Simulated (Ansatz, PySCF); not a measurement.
Gas-phase reaction 3 R1 + R2 → P1 + P2 + 2 P3, each structure at its B3LYP-D3(BJ)/def2-TZVP stationary point, reached from a drawn start (curvature not checked).
P1: CH4 (SMILES C), charge 0, multiplicity 1.
R1, H2 (SMILES [H][H]) (charge 0, multiplicity 1, Z-matrix in Å and degrees):
```
H
H 1 0.7440
```
P2: H2O (SMILES O), charge 0, multiplicity 1.
P3, SiH4 (SMILES [SiH4]) (charge 0, multiplicity 1):
```xyz
5

Si     0.00000     0.00000     0.00000
H      0.85468     0.85468     0.85468
H     -0.85468    -0.85468     0.85468
H     -0.85468     0.85468    -0.85468
H      0.85468    -0.85468    -0.85468
```
R2, CH8OSi2 (SMILES C[SiH2]O[SiH3]) (charge 0, multiplicity 1, Z-matrix in Å and degrees):
```
O
Si 1 1.6341
Si 1 1.6422 2 148.37
H 2 1.4786 1 108.66 3 164.10
H 3 1.4805 1 107.40 2 -163.24
H 2 1.4824 4 109.33 1 -120.23
H 2 1.4826 4 109.56 6 -119.15
H 3 1.4845 5 109.01 1 -118.00
C 3 1.8645 5 110.59 8 -121.11
H 9 1.0918 3 111.01 5 -60.01
H 9 1.0921 10 108.16 3 122.21
H 9 1.0929 10 108.04 11 116.57
```

P less R. No zero-point or thermal terms. One arrangement of each flexible species, with no search for the lowest.

The values were computed with Ansatz (Gaussian basis) for Hartree–Fock, density functionals and correlated methods; PySCF for the D3/D4 terms. No computed number here is a measurement.

### Question
Estimate the reaction energy that wB97M-V/def2-TZVPP returns for this input.

### Answer
30.0 kcal/mol

### Question
Give the reaction energy at the level revPBE-D3(BJ)/def2-TZVPP.

### Answer
26.8 kcal/mol

### Question
What reaction energy does PBE-D3(BJ)/def2-TZVPP give?

### Answer
26.0 kcal/mol

Ansatz is a first-principles code.
